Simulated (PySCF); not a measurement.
How methods differ on the ionisation energy of As

As [Ar] 3d10 4s2 4p3 (4S) → As⁺ [Ar] 3d10 4s2 4p2 (3P), as a difference of total energies. Calculation: PySCF 2.14, in dyall-av3z (24s17p11d2f, 144 functions); scalar relativity by spin-free X2C-1e. Correlated levels: valence: [Ar] 3d10 frozen; virtual orbitals above 40 to 60 times the deepest correlated orbital energy dropped. The calculations carry no spin-orbit coupling.

```tsv
method	ionisation energy (eV)	plus first-order spin-orbit estimate	error of that sum (eV)
UHF	9.411	9.227	-0.562
LDA	10.027	9.843	+0.054
PBE	9.883	9.700	-0.089
PBE0	9.942	9.759	-0.030
r2SCAN	10.086	9.903	+0.114
TPSSh	9.933	9.749	-0.040
PW91	9.941	9.757	-0.032
BHandHLYP	9.725	9.542	-0.247
MP2 (valence)	9.898	9.715	-0.074
SCS-MP2 (valence)	9.748	9.565	-0.224
```

Reference: 9.789 eV (measured; NIST Atomic Spectra Database, ionization energies).

A first-order spin-orbit estimate (lowest level to lowest level, LS coupling) adds -0.184 eV.
